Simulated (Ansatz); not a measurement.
`[OH][GeH]([SH])[SeH]` + `FBF` → `FB(F)[SeH]` + `[OH][GeH2][SH]`  (formal exchange of groups at the Se–Ge bond)

Program: Ansatz. Geometries: PBE0-D4/def2-TZVP. ΔE: electronic, gas phase. CCSD(T)/CBS adds triple-zeta CCSD(T) − MP2 to the extrapolated MP2 energy (def2 sets, frozen cores). This one scheme is used for every species. Functionals use def2-TZVPP. For Ge, Se outer-core shells are correlated without core-valence functions, which leaves a few kJ/mol of doubt a bond. Scalar relativity is left out up to krypton. Each species was taken in one conformer, which may not be the lowest.

CCSD(T)/CBS gives +16.8 kJ/mol.

Problem. Another level gave +9.9 kJ/mol. Which?
A. MP2/def2-TZVPP
B. PBE/def2-TZVPP
C. CCSD/def2-TZVPP
D. LDA (SPW92)/def2-TZVPP

Solution. B. PBE 9.9, CCSD/def2-TZVPP 14.2, MP2/def2-TZVPP 19.3, LDA (SPW92) 4.2 kJ/mol.

Largest T1 diagnostic among the species: 0.013.

Leaving LDA and LC-ωPBE aside and taking each functional with its dispersion term where it has one, the values, not all of them listed here, spread over 18.2 kJ/mol, from B97M-V to BHLYP-D4. LDA lies −5.7 kJ/mol from PBE without D4. The D4 term adds +5.4 kJ/mol with B3LYP and +3.2 kJ/mol with PBE0; it sums over pairs of atoms, weighted by their polarisabilities, and B3LYP, whose exchange is more repulsive, gets the larger term.

B3LYP here is the variant with VWN-RPA as its local correlation; programs differ in this.
